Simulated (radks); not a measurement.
The numbers below are computed, except where a source is named.
Valence configurations of Sn I (all share [Kr]). Code: a radial shooting solver on a logarithmic mesh with Libxc functionals. Model: scalar-relativistic Kohn-Sham, SCAN, spin-unpolarised, spherical densities, finite nucleus; meta-GGA in the generalised Kohn-Sham scheme; Fermi nuclear charge, rms radius 4.6519 fm. Order these by energy: 4d10 5s1 5p3; 4d10 5p4; 4d9.5 5s1.5 5p3; 4d9 5s2 5p3; 4d9.5 5s2 5p2.5; 4d8 5s2 5p4; 4d6 5s2 5p6; 4d10 5s1.5 5p2.5; 4d8.5 5s2 5p3.5; 4d10 5s2 5p2.

Answer. From the lowest, in eV above it: 4d10 5s2 5p2 0.000; 4d10 5s1.5 5p2.5 3.602; 4d10 5s1 5p3 7.248; 4d9.5 5s2 5p2.5 11.978; 4d10 5p4 14.629; 4d9.5 5s1.5 5p3 15.798; 4d9 5s2 5p3 25.102; 4d8.5 5s2 5p3.5 39.375; 4d8 5s2 5p4 54.799; 4d6 5s2 5p6 128.00. NIST lists [Kr] 4d10 5s2 5p2 as the ground configuration; this level of theory agrees among the configurations tried. The energies are those of spherical spin-averaged densities, not of single terms.
